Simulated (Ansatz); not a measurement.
Stepwise reaction of `[CH3][Ga]([NH2])[NH2]` with hydrogen, as a gas-phase model of exchange steps in deposition or etching. ΔE in kJ/mol.

Isolated molecules relaxed with PBE0-D4/def2-TZVP in Ansatz; ΔE leaves out vibrations. CCSD(T)/CBS is the MP2 limit (def2-TZVPP, def2-QZVPP) plus CCSD(T) − MP2 in def2-TZVPP, frozen cores. This one scheme is used for every species. DFT in def2-TZVPP. B3LYP here is the variant with VWN-RPA as its local correlation; programs differ in this. For Ga outer-core shells are correlated without core-valence functions, which leaves a few kJ/mol of doubt a bond. Scalar relativity is left out up to krypton. One conformer a species, not always the lowest.

```tsv
step	reaction	PBE-D4	B3LYP-D4	ωB97M-V	CCSD(T)/CBS
1	`[CH3][Ga]([NH2])[NH2]` + H₂ → `[CH3][GaH][NH2]` + NH₃	10.3	12.8	11.7	19.7
```

(1) Give the row of step 2, `[CH3][GaH][NH2]` + H₂ → `[CH3][GaH2]` + NH₃. (Estimate.)

(2) By hand: ΔE of the 2 steps together at CCSD(T)/CBS.

Results:

(1) Computed: 
```csv
step,reaction,PBE-D4,B3LYP-D4,ωB97M-V,CCSD(T)/CBS
2,`[CH3][GaH][NH2]` + H₂ → `[CH3][GaH2]` + NH₃,35.4,34.9,32.5,41.4
```

(2) (19.7) + (41.4) = 61.1 kJ/mol, or 30.5 kJ/mol a step.

In ΔE each step is higher than the one before. All are uphill at CCSD(T)/CBS. PBE-D4 differs from CCSD(T)/CBS by -9.4 to -6.0 kJ/mol a step. Isolated molecules leave out the surface, adducts and barriers. Largest T1 diagnostic: 0.013.
